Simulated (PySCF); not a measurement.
C₂H₆Zn, SMILES C[CH2][ZnH].

The structure is a stationary point at PBE-D3(BJ)/def2-SVP.

Computed with PBE0/def2-TZVPD in PySCF.

Gas-phase values at a fixed geometry.

Computed frontier levels, gap, dipole moment and polarisability:
highest occupied level: -7.05 eV
lowest empty level: -0.50 eV
orbital gap: 6.56 eV
dipole moment: 0.58 D
quadrupole, principal values (traceless, Buckingham form, about the centre of nuclear charge): -6.99, 3.08, 3.92 D·Å
mean static polarisability: 54.4 bohr³ (8.06 Å³)
polarisability, principal values: 45.5, 48.9, 68.9 bohr³
